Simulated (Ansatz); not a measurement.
Total energies of the cluster Be3⁻ (the lowest doublet isomer of a short search) from Ansatz at PBE/def2-TZVPD, gas phase (1 Eh = 27.2114 eV = 2625.5 kJ/mol). The reference geometry is relaxed at B3LYP/def2-TZVPD.

```xyz
3

Be   -0.659    0.699    0.735
Be    0.302    0.396   -1.102
Be    0.356   -1.095    0.367
```

```
            state                     geometry  energy (Eh)
charge -1 doublet                    reference    -44.01528
 charge 0 singlet                    reference    -43.95543
charge -1 quartet  relaxed at B3LYP/def2-TZVPD    -43.99614
```

Question: Work out the vertical ionisation energy to the singlet.

Answer: E(charge 0 singlet) − E(charge -1 doublet) = -43.95543 − (-44.01528) = 0.05985 Eh = 1.63 eV. For comparison, −ε of the highest occupied level of the spin that leaves is -0.61 eV at this level, 2.24 eV less.

Question: Which of the charge -1 states is lowest, and how far above it are the others?

Answer: The doublet. quartet: -43.99614 − (-44.01528) = 0.01914 Eh = 50.3 kJ/mol.

At PBE/def2-TZVPD the highest occupied level of the charge -1 doublet lies above zero (up to 0.61 eV). By energy differences its removal costs 1.63 eV (vertical, to the charge 0 singlet, at PBE/def2-TZVPD); a positive level beside a positive removal energy at the same level points to self-interaction error. At PBE/def2-TZVPD the highest occupied level of the charge -1 quartet lies above zero (up to 0.67 eV). It is a level of α spin, whose loss leaves a triplet; that state wasn't run at this geometry and level. The electron is either unbound and held by the finite basis, or the level is raised by self-interaction error. The restricted singlet is unstable towards broken spin symmetry in Hartree–Fock (as tested in another run); at PBE/def2-TZVPD this wasn't settled. 

The structure comes from a short search, and lower isomers may exist.
